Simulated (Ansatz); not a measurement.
Relaxation of AlCl$_{3}$H$_{2}$O (7 atoms, charge 0, multiplicity 1), to a largest force component of 0.03 eV/Å in at most 50 steps.

These are results of RKS PBE0-D4/6-31G* (Ansatz 0.2.0), not measurements.

```xyz
7
Properties=species:S:1:pos:R:3
Al -0.055 -0.235 -0.012
O -0.037 -0.260 1.739
H -0.884 -0.404 2.185
Cl 1.745 -0.406 -1.027
Cl -1.882 -0.171 -1.011
Cl 0.501 2.914 1.213
H 0.526 1.853 2.021
```

Question: Where does it end, and by what steps?

Answer: It converged. After 17 steps the energy has fallen by 1.554 eV; H7 moved furthest, 1.20 Å. Parted: Cl6–H7 (1.33 → 2.83 Å). Joined: Al1–Cl6 (3.42 → 2.12 Å), O2–H7 (2.20 → 0.97 Å).

```
step  energy less start (eV)  largest force component (eV/Å)  accepted
   0                  0.0000                           1.040       yes
   1                 -0.0862                           0.452       yes
   2                 -0.1586                           0.434       yes
   3                 -0.2183                           0.433       yes
   4                 -0.2291                           0.573       yes
   5                 -0.2609                           0.112       yes
   6                 -0.2675                           0.177       yes
   7                 -0.2747                           0.165       yes
   8                 -0.3112                           0.479       yes
   9                 -0.3795                           0.718       yes
  10                 -0.5351                           1.393       yes
  11                 -1.0071                           2.098       yes
  12                 -1.3384                           0.796       yes
  13                 -1.4664                           0.493       yes
  14                 -1.5360                           0.548       yes
  15                 -1.5335                           0.878        no
  16                 -1.5464                           0.166       yes
  17                 -1.5540                           0.020       yes
```

```xyz
7
Properties=species:S:1:pos:R:3
Al 0.151 0.615 -0.047
O 0.032 0.042 1.833
H -0.806 -0.411 2.030
Cl 1.765 -0.456 -0.848
Cl -1.792 0.024 -0.640
Cl 0.450 2.674 0.343
H 0.115 0.801 2.436
```

Whether the end is a true minimum wasn't checked by a vibrational analysis.

Time of the run: 43 s on 2 threads of AMD EPYC 7B13 (Zen 3) (shared host), peak memory 0.25 GiB.
